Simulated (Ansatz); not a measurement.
Frontier orbitals of `[OH][Sn]([OH])([F])[Cl]`.

```xyz
7

O    -0.7199    1.3444    0.6146
Sn   -0.0186   -0.3760    0.0767
O     0.5498   -0.2711   -1.7613
F     1.4581   -0.7311    1.2244
Cl   -1.4647   -2.1226    0.3149
H    -0.5862    1.5294    1.5491
H     0.7816    0.6269   -2.0183
```

Total charge 0; spin multiplicity 1. Correlated methods include outer-core shells of Sn, which these sets cover unevenly. Sn: def2 effective core potential. All single points use the PBE0-D4/def2-TZVP geometry. It is one conformer, not always the lowest. Basis def2-TZVPP, Ansatz.

```csv
functional,HOMO (eV),LUMO (eV),gap (eV)
PBE,-7.99,-3.37,4.62
revPBE,-7.90,-3.24,4.66
B97M-V,-8.48,-3.12,5.36
PBE0,-9.72,-2.41,7.31
r2SCANh,-9.07,-2.79,6.28
BHLYP,-11.14,-1.45,9.69
ωB97X-V,-12.21,-0.22,11.99
ωB97M-V,-12.08,-0.36,11.72
HF,-13.31,1.37,14.68
```

A quarter of exact exchange (PBE0) shifts PBE's HOMO by −1.73 eV and its LUMO by +0.96 eV; full exchange at long range (ωB97M-V) shifts them by −4.09 and +3.01 eV. The gap opens from 4.61 to 11.72 eV, since occupied levels lose self-interaction and empty ones feel all the electrons.
